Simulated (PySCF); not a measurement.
**Structure from NMR data**

Molecular formula: C5H13NSi3. Simulated spectra:

¹H NMR (400 MHz, computed): δ 5.33 (m, 1H), 5.01 (m, 1H), 4.96 (m, 1H), 3.93 (d, 3H), 1.66 (m, 1H), 1.36 (d, 3H), 0.92 (m, 1H), 0.54 (m, 1H), 0.41 (m, 1H).

¹³C{¹H} NMR (computed): δ 124.4 (C), 13.1 (CH3), 4.3 (CH), -1.9 (CH), -3.6 (CH2).

[PySCF 2.14: shielding tensors at PBE0/pcSseg-1 (GIAO); coordinates at the GFN2-xTB level; a single conformation; non-relativistic; rapidly exchanging positions averaged; no solvent]

Referencing at the same level of theory: TMS for ¹H (31.72 ppm), ¹³C (186.93 ppm).

Question: Which of these isomers gave the spectra?
A. C[C@@H]([SiH3])[Si@H]1C[SiH2][C@@H]1C#N
B. C=C(CC#N)[SiH2]C([SiH3])[SiH3]
C. [SiH3]N([SiH3])[SiH2]C#CC1CC1
D. CC1=C[Si@H](N([SiH3])[SiH3])C=C1
E. CC1=CC=C[Si@H]1N([SiH3])[SiH3]

Answer: A. 

The formula gives 3 degrees of unsaturation (1 ring in the answer). 5 carbon signals for 5 carbons: no two carbons are equivalent. Carbon types of the structure: 1 × C, 2 × CH, 1 × CH2, 1 × CH3, leaving 6 H on heteroatoms. δC 124.4: nitrile carbon; C≡N carbons fall here, among the sp2 signals but without a proton. δC 13.1: methyl carbon; saturated and bonded to C and H only. δC 4.3: sp3 CH bonded to 2 Si; an electropositive neighbour leaves it electron-rich and shielded. δC -3.6: sp3 CH2 bonded to 2 Si; an electropositive neighbour leaves it electron-rich and shielded. δH 0.41: hydrogen on an sp3 CH bonded to 2 Si; an electropositive neighbour shields it, as in TMS itself.

The others: CC1=CC=C[Si@H]1N([SiH3])[SiH3] would give 6 signals for carbon-bound and other non-exchanging H, not 9; C=C(CC#N)[SiH2]C([SiH3])[SiH3] would give 6 signals for carbon-bound and other non-exchanging H, not 9; CC1=C[Si@H](N([SiH3])[SiH3])C=C1 would give 6 signals for carbon-bound and other non-exchanging H, not 9; [SiH3]N([SiH3])[SiH2]C#CC1CC1 would give 4 carbon signals, not 5.

Shifts are as computed. Against solution values, carbons near 30 ppm lie about +3 ppm off and those near 130 ppm about +5 ppm. Of 1211 compounds with measured shifts, 218 miss one by over three times the rms of a fit or turn the order of signals round; such compounds aren't used in these exercises. Multiplicities follow the n + 1 count of equivalent neighbours, as no J values were calculated; m marks all less simple cases, F and P coupling included.
